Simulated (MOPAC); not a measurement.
Input file for MOPAC: AM1 on AlH4NO2 (SMILES [NH2][Al]([OH])[OH]), a point of a torsion scan.

```
AM1 1SCF PRECISE CHARGE=0 THREADS=1
AlH4NO2

N      1.54685580 1    -0.01541052 1     0.29367641 1
Al    -0.17226125 1    -0.08120218 1    -0.15180235 1
O     -0.91332863 1    -1.50653399 1    -0.51306660 1
O     -0.95624765 1     1.36873279 1    -0.18146463 1
H      2.03989614 1     0.84183463 1     0.47659016 1
H      2.18149548 1    -0.79605020 1     0.28508594 1
H     -1.15053856 1    -2.41925564 1    -0.54114861 1
H     -1.70490330 1     1.93279658 1    -0.30267526 1
```

Program output:

```
*******************************************************************************
 **                                                                           **
 **                              MOPAC v23.2.5                                **
 **                                                                           **
 *******************************************************************************
 ** MOPAC's Digital Object Identifier: https://doi.org/10.5281/zenodo.6511958 **
 **                                                                           **
 ** Please cite the open-source release paper for use of this MOPAC version:  **
 ** J. E. Moussa and J. J. P. Stewart (2026)                                  **
 ** MOPAC: An open-source semiempirical molecular orbital program             **
 ** J. Open Source Softw., 11(119), 8025, https://doi.org/10.21105/joss.08025 **
 *******************************************************************************

                              AM1 CALCULATION RESULTS

 *******************************************************************************
 *  AM1        - The AM1 Hamiltonian to be used
 *
 *
 *
 *                 CHARGE ON SYSTEM = 0
 *
 *
 *
 *  PRECISE    - TIGHTER CRITERIA TO BE USED
 *  1SCF       - DO 1 SCF AND THEN STOP
 *  THREADS=1  - MULTI-THREADING NOT USED
 *  T=         - A TIME OF 172800.0 SECONDS REQUESTED
 *  DUMP=N     - RESTART FILE WRITTEN EVERY 7200.0 SECONDS REQUESTED
 *******************************************************************************
AM1 1SCF PRECISE CHARGE=0 THREADS=1
 AlH4NO2

   ATOM   CHEMICAL          X               Y               Z
  NUMBER   SYMBOL      (ANGSTROMS)     (ANGSTROMS)     (ANGSTROMS)

     1       N          1.54685580  *  -0.01541052  *   0.29367641  *
     2      Al         -0.17226125  *  -0.08120218  *  -0.15180235  *
     3       O         -0.91332863  *  -1.50653399  *  -0.51306660  *
     4       O         -0.95624765  *   1.36873279  *  -0.18146463  *
     5       H          2.03989614  *   0.84183463  *   0.47659016  *
     6       H          2.18149548  *  -0.79605020  *   0.28508594  *
     7       H         -1.15053856  *  -2.41925564  *  -0.54114861  *
     8       H         -1.70490330  *   1.93279658  *  -0.30267526  *



          CARTESIAN COORDINATES

    NO.       ATOM           X           Y           Z

     1         N          1.5469     -0.0154      0.2937
     2        Al         -0.1723     -0.0812     -0.1518
     3         O         -0.9133     -1.5065     -0.5131
     4         O         -0.9562      1.3687     -0.1815
     5         H          2.0399      0.8418      0.4766
     6         H          2.1815     -0.7961      0.2851
     7         H         -1.1505     -2.4193     -0.5411
     8         H         -1.7049      1.9328     -0.3027

  H: (AM1): M.J.S. DEWAR ET AL, J. AM. CHEM. SOC. 107 3902-3909 (1985)
  N: (AM1): M.J.S. DEWAR ET AL, J. AM. CHEM. SOC. 107 3902-3909 (1985)
  O: (AM1): M.J.S. DEWAR ET AL, J. AM. CHEM. SOC. 107 3902-3909 (1985)
 Al: (AM1): M. J. S. Dewar, A. J. Holder, Organometallics, 9, 508-511 (1990).

           Empirical Formula: H4 N O2 Al  =     8 atoms



      MOLECULAR POINT GROUP   :   C1


      RHF CALCULATION, NO. OF DOUBLY OCCUPIED LEVELS = 12


 -------------------------------------------------------------------------------
 AM1 1SCF PRECISE CHARGE=0 THREADS=1
 AlH4NO2



     1SCF WAS SPECIFIED, SO BFGS WAS NOT USED
     SCF FIELD WAS ACHIEVED


                              AM1 CALCULATION
                                                       MOPAC v23.2.5 Linux




          FINAL HEAT OF FORMATION =       -126.70204 KCAL/MOL =    -530.12134 KJ/MOL


          COSMO AREA              =        104.24 SQUARE ANGSTROMS
          COSMO VOLUME            =         87.67 CUBIC ANGSTROMS

          IONIZATION POTENTIAL    =          9.331759 EV
          HOMO LUMO ENERGIES (EV) =         -9.332  0.781
          NO. OF FILLED LEVELS    =         12
          MOLECULAR WEIGHT        =         77.0186         POINT GROUP:  C1

          MOLECULAR DIMENSIONS (Angstroms)

            Atom       Atom       Distance
            H     8    H     6     4.78499
            H     7    H     5     4.59519
            O     3    N     1     0.11818


          SCF CALCULATIONS        =          1





   ATOM   CHEMICAL          X               Y               Z
  NUMBER   SYMBOL      (ANGSTROMS)     (ANGSTROMS)     (ANGSTROMS)

     1       N          1.54685580  *  -0.01541052  *   0.29367641  *
     2      Al         -0.17226125  *  -0.08120218  *  -0.15180235  *
     3       O         -0.91332863  *  -1.50653399  *  -0.51306660  *
     4       O         -0.95624765  *   1.36873279  *  -0.18146463  *
     5       H          2.03989614  *   0.84183463  *   0.47659016  *
     6       H          2.18149548  *  -0.79605020  *   0.28508594  *
     7       H         -1.15053856  *  -2.41925564  *  -0.54114861  *
     8       H         -1.70490330  *   1.93279658  *  -0.30267526  *

                             CARTESIAN COORDINATES

   1    N        1.546855800    -0.015410520     0.293676410
   2   Al       -0.172261250    -0.081202180    -0.151802350
   3    O       -0.913328630    -1.506533990    -0.513066600
   4    O       -0.956247650     1.368732790    -0.181464630
   5    H        2.039896140     0.841834630     0.476590160
   6    H        2.181495480    -0.796050200     0.285085940
   7    H       -1.150538560    -2.419255640    -0.541148610
   8    H       -1.704903300     1.932796580    -0.302675260


           Empirical Formula: H4 N O2 Al  =     8 atoms



      MOLECULAR POINT GROUP   :   C1


                  EIGENVALUES
 -34.81632 -34.61225 -30.95823 -18.20186 -17.53820 -15.24821 -14.17329 -12.78879
 -11.70564 -11.33277 -11.13858  -9.33176   0.78103   1.90597   2.83825   3.74069
   6.10831   6.86277   7.38637   7.69509


              NET ATOMIC CHARGES AND DIPOLE CONTRIBUTIONS

  ATOM NO.   TYPE          CHARGE      No. of ELECS.   s-Pop       p-Pop
    1          N          -0.608974        5.6090     1.50234     4.10663
    2         Al           1.058916        1.9411     0.66430     1.27679
    3          O          -0.711426        6.7114     1.74947     4.96195
    4          O          -0.661019        6.6610     1.76413     4.89688
    5          H           0.173480        0.8265     0.82652
    6          H           0.172072        0.8279     0.82793
    7          H           0.294348        0.7057     0.70565
    8          H           0.282604        0.7174     0.71740
 DIPOLE           X         Y         Z       TOTAL
 POINT-CHG.     0.318    -0.319     0.155     0.476
 HYBRID        -0.432    -0.350    -0.184     0.585
 SUM           -0.114    -0.668    -0.029     0.679


          ATOMIC ORBITAL ELECTRON POPULATIONS

     Atom    s        px        py        pz
    1  N   1.50234   1.18825   1.09923   1.81916
    2 Al   0.66430   0.49839   0.38449   0.39391
    3  O   1.74947   1.83345   1.28133   1.84718
    4  O   1.76413   1.51537   1.52189   1.85962
    5  H   0.82652
    6  H   0.82793
    7  H   0.70565
    8  H   0.71740

 **********************
 *                    *
 * JOB ENDED NORMALLY *
 *                    *
 **********************




 == MOPAC DONE ==
```

The run finished.

Cost: about 0.020 core-seconds (a rough figure).
